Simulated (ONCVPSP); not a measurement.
## What the settings do to the ONCV potential of As

Base potential:

```json
{
 "Element": "arsenic (As)",
 "Generator": "ONCVPSP 4.0.1",
 "Type": "optimised norm-conserving Vanderbilt (ONCV)",
 "Functional": "LDA (Perdew-Wang 92)",
 "Relativity": "fully relativistic",
 "Frozen core": "[Ar]",
 "Valence charge": "15",
 "Reference configuration": "3d10 4s2 4p1 (charge +2)",
 "Partial waves": "4s: rc 1.65 bohr, ncon 4, nbas 9, qcut 4.1 1/bohr, 3 projectors, debl 2.3 Ha; 4p: rc 1.70 bohr, ncon 4, nbas 7, qcut 4.7 1/bohr, 2 projectors, debl 1.7 Ha; 3d: rc 0.80 bohr, ncon 4, nbas 9, qcut 19.4 1/bohr, 2 projectors, debl 1.4 Ha",
 "Local potential": "polynomial inside 0.65 bohr (lpopt 4, dvloc0 3 Ha)",
 "Core correction": "none"
}
```

Open shells are filled in proportion to 2j + 1.

In the d channel the program set the typed energies aside and used -2.276, 0.250 Ha (j = l + 1/2; the other j can differ).

All-electron outer shells of the reference configuration (LDA (PZ), scalar-relativistic, ld1.x):

```json
{"shell": "3s", "level (eV)": "-210.93", "outermost node (bohr)": "0.25", "outermost maximum (bohr)": "0.52"}
{"shell": "3p", "level (eV)": "-154.84", "outermost node (bohr)": "0.22", "outermost maximum (bohr)": "0.52"}
{"shell": "3d", "level (eV)": "-62.25", "outermost node (bohr)": "–", "outermost maximum (bohr)": "0.47"}
{"shell": "4s", "level (eV)": "-33.78", "outermost node (bohr)": "0.73", "outermost maximum (bohr)": "1.55"}
{"shell": "4p", "level (eV)": "-22.96", "outermost node (bohr)": "0.77", "outermost maximum (bohr)": "1.81"}
```

Cutoffs, loose and tight: the cutoffs (Ha) at which the residual kinetic energy of the hardest occupied pseudo-wave falls to 1 and 0.1 mHa per electron. They do not see the model core or the augmentation charge, which bear on the density cutoff. Test errors are all-electron minus pseudo excitation energies from the reference, over the configurations 3d10 4s2 4p3; 3d10 4s2 4p2; 3d10 4s2 4p0; 3d10 4s1 4p0. A dash means not determined; rows that change the core or the reference have their own tests.

1 further variants are left out, since the program set their typed debl aside.

A true bound ghost makes a file unfit for plane-wave use even where its test errors are small: the radial tests pick states by their node count and pass the ghost by.

| change | outcome | cutoff, loose | cutoff, tight | bound ghosts | GHOST(+) flags above zero | largest test error (meV) |
| --- | --- | --- | --- | --- | --- | --- |
| base | generated, projector energies reset by the program | 153 Ha | 170 Ha | none | s, p3/2, p1/2 | +34 |
| s: rc 2.08 | generated, projector energies reset by the program | 153 Ha | 170 Ha | none | s, p3/2, p1/2 | +9.5 |
| scalar-relativistic | generated, projector energies reset by the program | 153 Ha | 170 Ha | none | s, p | +24 |
| local potential polynomial inside 0.65 bohr (lpopt 4, dvloc0 -0.5 Ha) | generated, projector energies reset by the program | 153 Ha | 170 Ha | s | p3/2, p1/2 | +34 |
| d: rc 1.02 | generated, projector energies reset by the program | 126 Ha | 142 Ha | none | s, p3/2, p1/2 | +36 |
| s: nproj 1 | generated, projector energies reset by the program | 153 Ha | 170 Ha | s | p3/2, p1/2 | +42 |
| s: qcut 5.2; p: qcut 6; d: qcut 24.7 | failed: ERROR pspot: first pseudo wave function has node, program will stop | – | – | – | – | – |
| s: ncon 3, nbas 8 | generated, projector energies reset by the program | 153 Ha | 170 Ha | none | s, p3/2, p1/2 | +31 |
| all radii scaled by about 1.12 (s 1.84, p 1.90, d 0.90 bohr); local potential polynomial inside 0.72 bohr (lpopt 4, dvloc0 3 Ha) | generated, projector energies reset by the program | 139 Ha | 156 Ha | none | s, p3/2, p1/2 | +18 |
| core correction Teter function, fcfact 3.5, rcfact 1.5 | generated, projector energies reset by the program | 153 Ha | 170 Ha | none | s, p3/2, p1/2 | +16 |
| d: qcut 25.9 | generated, projector energies reset by the program | 204 Ha | 234 Ha | none | s, p3/2, p1/2 | +33 |

**Question.** What comes out with this change to the base: core [Ar] 3d10, valence charge 5; reference 4s2 4p3; waves now 4s: rc 1.70 bohr, ncon 4, nbas 7, qcut 3.8 1/bohr, 1 projector; 4p: rc 1.85 bohr, ncon 4, nbas 9, qcut 4.8 1/bohr, 2 projectors, debl 0.4 Ha; local potential polynomial inside 1.50 bohr (lpopt 5, dvloc0 2 Ha)?

**Answer.** outcome: generated; cutoff, loose: 22 Ha; cutoff, tight: 39 Ha; bound ghosts: none; GHOST(+) flags above zero: none; largest test error (meV): +120.
